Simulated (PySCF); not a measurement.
Electronic structure of Co²⁺ (cobalt, charge +2) at the UHF level

Configuration: [Ar] 3d7, high-spin 4F determinant. Computed with PySCF 2.14 in jorge-DZP-DKH, with scalar relativity by spin-free X2C-1e.

| Quantity | Value |
| --- | --- |
| Total energy | -1390.853997 hartree |
| One-electron energy | -1908.4814 hartree |
| Hartree (Coulomb) energy | 575.9511 hartree |
| Exchange energy | -58.3237 hartree |
| ⟨S²⟩ | 3.7532 |
| ⟨L²⟩ | 12.019 |
| Sum of ⟨r⟩ | 15.46 bohr |
| Sum of ⟨r²⟩ | 15.73 bohr² |
| Langevin diamagnetic susceptibility | -12.5 ×10⁻⁶ cm³/mol |
| Time after the integrals | 0.15 s of wall time on 1 thread of Neoverse-V1 (shared host) |

| shell | electrons | mean orbital energy (eV) | spread (eV) | rms radius, mean of both spins (bohr) |
| --- | --- | --- | --- | --- |
| 1s β | 1 | -7794.7 | 0 | 0.0649 |
| 1s α | 1 | -7794.7 | 0 | 0.0649 |
| 2s α | 1 | -984.94 | 0 | 0.276 |
| 2s β | 1 | -982.22 | 0 | 0.276 |
| 2p α | 3 | -842.82 | 0 | 0.249 |
| 2p β | 3 | -840.16 | 0 | 0.249 |
| 3s α | 1 | -148.36 | 0 | 0.833 |
| 3s β | 1 | -140.67 | 0 | 0.833 |
| 3p α | 3 | -105.74 | 0 | 0.901 |
| 3p β | 3 | -96.493 | 0 | 0.901 |
| 3d α | 5 | -38.264 | 1.382 | 1.13 |
| 3d β | 2 | -34.568 | 0 | 1.13 |

Densities and radii are taken from the X2C orbitals without a picture-change correction, which distorts them close to the nucleus.
